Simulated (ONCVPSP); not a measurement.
## cobalt (Co): one change to an ONCV potential, before and after

ONCVPSP 4.0.1 input, shortened (lines: element, Z, core and valence counts, functional; n l f; lmax; l rc ep ncon nbas qcut; lloc lpopt rc5 dvloc0; l nproj debl; icmod fcfact rcfact), PBE, scalar-relativistic:

```
  Co 27.00    5    2        4      upf
    1    0    2.00
    2    0    2.00
    2    1    6.00
    3    0    2.00
    3    1    6.00
    3    2    7.00
    4    0    2.00
    2
    0    2.40    0.00    4    8    2.90
    1    2.55    0.23    5    8    3.00
    2    1.35    0.00    4    7   14.10
    4    5    1.20    0.00
    0    2    3.30
    1    1    2.20
    2    1    3.20
    3    5.75    1.20
```

In the p channel the program set the typed energies aside and used 0.050 Ha.

Change: core correction Teter function, fcfact 5.75, rcfact 1.02.

Cutoffs: the cutoffs (Ha) at which the residual kinetic energy of the hardest occupied pseudo-wave falls to 1 and 0.1 mHa per electron; they do not see the model core or the augmentation charge, which bear on the density cutoff. Errors are all-electron minus pseudo energies relative to the spin-unpolarised reference configuration.

Task: What does the change do?

Result: The potential gets neither clearly harder nor softer (64 Ha and 73 Ha → 64 Ha and 73 Ha); of the 4 tests that both files solve, the error grows in 3 and shrinks in 0 by more than 15 % and 0.3 meV (median size 33.7 → 58.2 meV); neither file shows a bound ghost. That the errors move this way runs against the usual rule that smaller radii transfer better. A model core, the more so a compact one, raises the density cutoff, which this test does not measure.

| quantity | base | changed |
| --- | --- | --- |
| cutoff, loose | 64 Ha | 64 Ha |
| cutoff, tight | 73 Ha | 73 Ha |
| bound ghosts | none | none |
| GHOST(+) flags under 300 eV | p at 27.0 eV, s at 40.2 eV | p at 27.0 eV, s at 40.2 eV |
| error for 3d7 4s1, meV [ΔE 9.03 eV] | -0.3 | +3.1 |
| error for 3d7 4s0, meV [ΔE 25.82 eV] | +18 | +51 |
| error for 3d6 4s0, meV [ΔE 61.69 eV] | -49 | +65 |
| error for 3d8 4s0, meV [ΔE 6.47 eV] | -151 | -134 |
| s: phases at 2.43 bohr within 0.05 rad from the reference energy up to (Ha; the scan ends near 5) | 1.4 | 1.4 |
| p: phases at 2.60 bohr within 0.05 rad from the reference energy up to (Ha; the scan ends near 5) | 0.6 | 0.6 |
| d: phases at 1.37 bohr within 0.05 rad from the reference energy up to (Ha; the scan ends near 5) | 1.9 | 1.9 |
| rms error of d²Exc/dni dnj with the model core, mHa | 4.99 | 6.67 |
